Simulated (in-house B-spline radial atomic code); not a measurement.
How numerical settings move a run on neutral lanthanum, [Xe] 5d1 6s2. Computed with an all-electron radial atomic-structure program (B-spline basis): scalar-relativistic (X2C) TPSS, spin-polarised, spherical fractional occupations, Fermi nucleus of rms radius 4.855 fm.

Command:
```bash
python run_scf.py task.json out
```
Settings of the sound reference run:
```
Z                57
electrons        57
configuration    [Xe] 5d1 6s2
hamiltonian      x2c
method           tpss,tpss
spin_polarised   True
nucleus          fermi
rms_radius       4.855
mass_number      139
atomic_mass      138.9064
speed_of_light   137.036
knot_spacing     0.22
spline_order     8
gauss_points     12
box_radius       50
max_iterations   70
damping          0.5
damped_steps     3
diis_vectors     10
tolerance        1e-08
start            Thomas-Fermi
```

Time taken, with all properties: 0.47 s on 1 thread of Arm Neoverse V1, on a shared host.

It converges in 9 iterations to -8492.159172 hartree, with 5d up at -3.28207 eV. The other runs change the listed settings, some to values that make no sense; their results aren't properties of the atom or ion. Radii are in bohr (the nuclear one in fm), a minus after a letter asks for a j subshell, and «unchanged» means within 1e-8 hartree. The run stops when the residual is below 10 × tolerance × max(1, Z/10), or a noise floor if that is larger, and the energy moves by less than 1e-8 × √|E| hartree; so very loose and very tight tolerances often act alike.

| changed settings | outcome |
| --- | --- |
| max_iterations = 3, damping = 0.8, start = bare nucleus | not converged after 3 iterations, last residual 1.4e-03, last energy +5.40e-05 hartree from the reference |
| gauss_points = 6 | converged in 9 iterations, energy +1.63e-07 hartree from the reference |
| gauss_points = 16 | converged in 9 iterations, energy +1.38e-07 hartree from the reference |
| max_iterations = 8 | not converged after 8 iterations, last residual 8.2e-07, last energy +1.00e-10 hartree from the reference |
| spline_order = 5, gauss_points = 5, max_iterations = 50, tolerance = 0.01 | converged in 5 iterations, energy +2.44e-04 hartree from the reference, 5d up level +6.9e-04 eV |
| knot_spacing = 0.1, first_knot = 0.000175, max_iterations = 3, diis_vectors = 4 | not converged after 3 iterations, last residual 3.6e-04, last energy -2.33e-04 hartree from the reference |
| diis_vectors = 2 | converged in 9 iterations, energy unchanged, 5d up level +7.7e-06 eV |
| electrons = 58, configuration = [Xe] 5d1 6s3, max_iterations = 60 | stopped with error: shell 6s holds at most 1 electrons (per spin) |
| max_iterations = 5 | not converged after 5 iterations, last residual 5.4e-05, last energy +3.81e-08 hartree from the reference |
| max_iterations = 2 | not converged after 2 iterations, last residual 2.0e-03, last energy +1.35e-04 hartree from the reference |
| max_iterations = 3 | not converged after 3 iterations, last residual 4.4e-04, last energy +3.05e-06 hartree from the reference |
| electrons = 58, configuration = [Xe] 5d1 6s2 7p-1, max_iterations = 100 | stopped with error: j subshells need the Dirac Hamiltonian and l > 0 |
| gauss_points = 3 | converged in 14 iterations, energy +1.98e+02 hartree from the reference, 5d up level -5.2e-01 eV (the program warns: states collapsed into the nucleus by a negative tau potential were left out of the aufbau) |
| box_radius = 3, max_iterations = 2, damping = 0.8, damped_steps = 30 | not converged after 2 iterations, last residual 1.9e-03, last energy +5.34e+00 hartree from the reference |

(1) What happens with diis_vectors = 20?

(2) What happens with gauss_points = 8?

(3) What happens with hamiltonian = dirac, method = revtpss,revtpss, spin_polarised = False?

(4) What happens with diis_vectors = 0?

## Answers

(1) Converged in 9 iterations, energy unchanged.

(2) Converged in 9 iterations, energy +5.83e-08 hartree from the reference.

(3) Stopped with error: meta-GGAs are not served with the Dirac Hamiltonian.

(4) Converged in 17 iterations, energy unchanged, 5d up level -1.9e-06 eV.
